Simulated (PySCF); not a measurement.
## Computed data sheet: `C1N[SiH](NC1)C#CC`

Species: C₅H₁₀N₂Si.
Numbering: `[CH3:1][C:2]#[C:3][SiH:4]1[NH:5][CH2:6][CH2:7][NH:8]1` (hydrogens: H9, H10, H11 on C1; H12 on Si4; H13 on N5; H14, H15 on C6; H16, H17 on C7; H18 on N8)

Structure used (GFN2-xTB), in Å, numbered top down from 1:
```
atom  x, y, z in Å
C1     3.166    1.926   -1.550
C2     2.232    1.069   -0.853
C3     1.450    0.367   -0.264
Si4    0.303   -0.790    0.610
N5    -0.896    0.147    1.419
C6    -2.218   -0.399    1.211
C7    -2.192   -1.037   -0.177
N8    -0.883   -1.635   -0.314
H9     3.392    2.803   -0.944
H10    2.739    2.253   -2.499
H11    4.091    1.385   -1.747
H12    1.058   -1.789    1.374
H13   -0.762    0.566    2.323
H14   -2.468   -1.162    1.963
H15   -2.973    0.393    1.264
H16   -2.973   -1.800   -0.272
H17   -2.371   -0.266   -0.940
H18   -0.706   -2.026   -1.223
```

Structural features include: alkyne, Si–H bond and C–Si bond.

GFN2-xTB geometry:

```yaml
Point_group_of_the_GFN2-xTB_geometry: C1
Rotational_constants_A_B_C_of_the_GFN2-xTB_geometry: 4.214, 0.819, 0.789 GHz
```

From PBE0/def2-SVPD ground state and vertical TDDFT (core frozen in the response) (PySCF):

```yaml
Dipole_moment: 1.17 D
HOMO_energy: -6.40 eV
LUMO_energy: 0.08 eV
HOMO–LUMO_gap: 6.48 eV
Lowest_singlet_excitation: 5.30 eV (234 nm, f = 0.027)
Strongest_line_among_the_6_lowest_singlet_transitions: S1 at 5.30 eV (234 nm, f = 0.027)
Lowest_triplet_excitation_Tamm–Dancoff: 4.82 eV
Static_isotropic_polarisability: 98.4 au
Electronic_spatial_extent_⟨r²⟩_about_the_centre_of_nuclear_charge: 1559 bohr²
```

From PBE0/pcSseg-1 ground state and GIAO shieldings, non-relativistic (PySCF):

```yaml
Lowest_Hirshfeld_atomic_charge: -0.25 e on N5/N8
Highest_Hirshfeld_atomic_charge: +0.42 e on Si4
13C_chemical_shifts_computed_TMS_as_zero_by_class: 108.0 (C2), 89.0 (C3), 47.3 (C6/C7), 5.8 (C1) ppm
1H_chemical_shifts_computed_TMS_as_zero_by_class: 5.17 (H12), 3.44 (H15/H17), 3.33 (H14/H16), 2.02 (H9/H10/H11), 0.23 (H13/H18) ppm
Isotropic_shieldings_of_nuclei_other_than_C_and_H_by_class: 237 (N5/N8), 392 (Si4) ppm
Mayer_bond_orders_between_heavy_atoms: C1–C2 1.17, C2–C3 2.52, C3–Si4 0.94, Si4–N5 0.99, N5–C6 0.97, C6–C7 1.04, C7–N8 0.97, N8–Si4 1.00
```

Monoisotopic mass (most abundant isotopes): 126.0613 u.

A dipole of 1.17 D is allowed in C1, and pure rotational transitions are dipole-allowed. The largest Löwdin shares of the HOMO are 0.32 on N8, 0.29 on N5, 0.07 on C7 and 0.07 on C6. With B = h/(8π²I), that is 505.379 GHz u Å² over I, the principal moments of inertia are 119.9, 616.7 and 640.6 u Å² (most abundant isotopes). The vertical singlet–triplet gap S1 − T1 is 0.48 eV (TDDFT singlet less Tamm–Dancoff triplet; S1: HOMO→LUMO, weight 0.96; T1: HOMO→LUMO, weight 0.39, beside HOMO−3→LUMO, weight 0.36).

Isolated species at its GFN2-xTB geometry (one conformer only).

For the NMR shielding job (PBE0/pcSseg-1), time: 28 s wall; peak memory 0.85 GiB. Hardware: an Arm Neoverse V1 with one thread (shared host).
